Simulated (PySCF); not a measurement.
A structure optimised at PBE0-D3(BJ)/def2-SVP (Å):
```
atom  x, y, z in Å
C1     3.5290    0.8768   -0.1504
C2     2.3603    0.5828    0.4187
C3     1.6165   -0.7107    0.2442
C4     0.2914   -0.4940   -0.4161
C5    -0.8889   -0.7899    0.1280
C6    -2.1854   -0.5219   -0.5604
F7    -2.0079   -0.1382   -1.8399
F8    -2.9606   -1.6301   -0.5596
C9    -3.0059    0.5901    0.1256
F10   -2.3127    1.7232    0.1484
F11   -3.2841    0.2399    1.3791
F12   -4.1440    0.8031   -0.5166
H13    4.0125    1.8431    0.0131
H14    4.0472    0.1622   -0.7988
H15    1.8687    1.3296    1.0545
H16    2.2216   -1.3980   -0.3719
H17    1.4663   -1.1959    1.2236
H18    0.3102   -0.0341   -1.4105
H19   -0.9772   -1.2320    1.1249
```

Neutral, closed shell.

Q: Which heavy atoms are bonded, and with what formal order?

A: C1–C2 1.33 Å (double); C2–C3 1.50 Å (single); C3–C4 1.50 Å (single); C4–C5 1.33 Å (double); C5–C6 1.49 Å (single); C6–F7 1.35 Å (single); C6–F8 1.35 Å (single); C6–C9 1.54 Å (single); C9–F10 1.33 Å (single); C9–F11 1.33 Å (single); C9–F12 1.32 Å (single). Bonds to hydrogen (Å): C1–H13 1.09; C1–H14 1.10; C2–H15 1.10; C3–H16 1.10; C3–H17 1.10; C4–H18 1.10; C5–H19 1.09.

Q: Write the SMILES.

A: `C=CC/C=C/C(F)(F)C(F)(F)F`, C7H7F5. Among its features: C=C double bond, CF3 group and C–F bond.

Q: What is the point group of this geometry?

A: C1 (no symmetry element, even within 0.4 Å).

Q: Describe the place of each heavy atom.

A: C1: terminal =CH2 carbon; C2: alkene CH carbon; C3: allylic carbon; C4: alkene CH carbon; C5: alkene CH carbon; C6: CF2 carbon; F7/F8: fluorine of a CF2 group; C9: CF3 carbon; F10/F11/F12: fluorine of a CF3 group.

Q: What is the arrangement about C1?

A: It has 3 neighbours (C2, H13, H14) and is planar (angles 121.6°, 121.3° and 117.1°, sum 360.0°, 0.00 Å off the plane of its three neighbours).

Q: What is the arrangement about C4?

A: It has 3 neighbours (C3, C5, H18) and is planar (angles 124.9°, 118.6° and 116.5°, sum 360.0°, 0.01 Å off the plane of its three neighbours).

All values are computed, not measured.
